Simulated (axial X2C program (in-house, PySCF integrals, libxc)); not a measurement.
SeO: nuclear properties from DFT to coupled cluster

Calculated with an axial X2C code built on PySCF integrals: two-component X2C with atomic mean-field Coulomb and Gaunt terms, Gaussian nuclei, basis Se dyall-acv3z, O dyall-av3z with contracted cores.

R = 1.634 Å (near the PBE0 minimum at charge 0 of the determinant lowest at the starting distance; the state shown can have its own minimum elsewhere); state Ω = 1 (⟨Sz⟩ = 1.00, ⟨Lz⟩ = 0.00 at PBE0).

| level | Eeff magnitude (GV/cm) | Ws magnitude Se (kHz) | A∥/gI Se (MHz) | qzz Se (a.u.) | A∥/gI O (MHz) | μ (D) |
| --- | --- | --- | --- | --- | --- | --- |
| PBE0 | 0.0818 | 0.028 | -431 | 2.37 | -62.3 | -2.16 |
| HF | 0.156 | 0.144 | -212 | 2.34 | -26.1 | -2.52 |
| B3LYP | 0.192 | 0.0215 | -395 | 2.63 | -65.3 | -2.16 |

Eeff is the effective electric field on the electron electric dipole moment in this Ω state and Ws the scalar–pseudoscalar constant of the nucleus named (defined with the proton number Z and per Ω); A∥ (defined per Ω) follows by multiplying with gI = μI/(I μN); qzz is the electric field gradient, eQq0 = 234.96 MHz × Q/barn × qzz; μ is positive if the O end (last atom) is positive. The operators were transformed with the bare-nucleus X2C matrices; with these basis sets, hyperfine constants and field gradients can be off by tens of per cent, and where levels differ in sign neither size nor sign is settled.

Finite-field MP2, CCSD and CCSD(T), with 22 electrons correlated in 130 natural virtual spinors (MP2 remainder added):

```
  level  Eeff magnitude (GV/cm)  Ws magnitude Se (kHz)  A∥/gI Se (MHz)  qzz Se (a.u.)  A∥/gI O (MHz)  μ (D)
    MP2                    0.28                 0.0286           -1090           0.28            198  -3.02
   CCSD                   0.173                0.00587            -300           2.22          -40.2  -2.27
CCSD(T)                    0.21                 0.0227            -337           2.13          -24.3  -2.21
```

T1 = 0.019 (Lee–Taylor). One unrestricted determinant, the lowest of a limited PBE0 search, is the reference; the functionals treat spin collinearly. With several open shells it need not be a pure state. The sign of Eeff is opposite to CCSD(T) at HF. Eeff spreads by more than a factor of two over the levels. Correlation of the inner shells is missing, which matters for properties at the nucleus. Number of frozen shells: Se 3 s, 2 p; O 1 s.

(1) By how much does correlation change each value, CCSD(T) against HF?

## Answers

(1) A∥/gI Se 59 %; qzz Se -9 %; A∥/gI O -7 %; μ -12 %.
